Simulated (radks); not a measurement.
Q: Rb9+, 28 electrons, occupied as [Ar] 3d10. Method: scalar-relativistic Kohn-Sham, PBE, spin-polarised, spherical densities, finite nucleus; Fermi nuclear charge, rms radius 4.2036 fm; computed with a radial shooting solver on a logarithmic mesh with Libxc functionals. Some entries of the table are withheld. Estimate them.

| orbital | occ. | eigenvalue (eV) | <r> (bohr) |
|---|---|---|---|
| 1s | 2 | -15196.57 | 0.04029 |
| 2s | 2 | -2166.785 | (1) |
| 2p | 6 | (2) | 0.1550 |
| 3s | 2 | -452.4493 | (3) |
| 3p | 6 | -379.1588 | 0.5138 |
| 3d | 10 | -257.8018 | 0.5114 |

A: 
(1) 2s <r> (bohr): 0.1778
(2) 2p eigenvalue (eV): -1939.347
(3) 3s <r> (bohr): 0.5074
